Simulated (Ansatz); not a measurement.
`NC[SiH2][AlH2]` and `C#C[SiH2]CN` differ in one atom or group.

Ansatz, PBE0-D4/def2-TZVP geometries, multiplicity 1. Each molecule was computed in one conformer, which needn't be the lowest.

```
                             property  `NC[SiH2][AlH2]`
    LUMO energy (PBE/def2-TZVPP) / eV             -2.75
HOMO–LUMO gap (B3LYP/def2-TZVPP) / eV              4.45
   LUMO energy (PBE0/def2-TZVPP) / eV             -2.00
  LUMO energy (B3LYP/def2-TZVPP) / eV             -2.19
  HOMO–LUMO gap (PBE/def2-TZVPP) / eV              2.69
   HOMO energy (PBE0/def2-TZVPP) / eV             -6.87
```

Q: What does the change do to each property? (Estimate.)

A: Ansatz gave: 
```tsv
property	`C#C[SiH2]CN`	shift
LUMO energy (PBE/def2-TZVPP) / eV	-1.03	1.72
HOMO–LUMO gap (B3LYP/def2-TZVPP) / eV	6.40	1.95
LUMO energy (PBE0/def2-TZVPP) / eV	-0.10	1.90
LUMO energy (B3LYP/def2-TZVPP) / eV	-0.31	1.88
HOMO–LUMO gap (PBE/def2-TZVPP) / eV	4.44	1.75
HOMO energy (PBE0/def2-TZVPP) / eV	-6.94	-0.07
```

With PBE0 the HOMO falls by 0.07 eV and the LUMO rises by 1.90 eV, so the gap widens by about 1.97 eV. PBE moves the HOMO by -0.03 eV and ωB97M-V by -0.18 eV.

B3LYP here is the variant with VWN-RPA as its local correlation; programs differ in this.
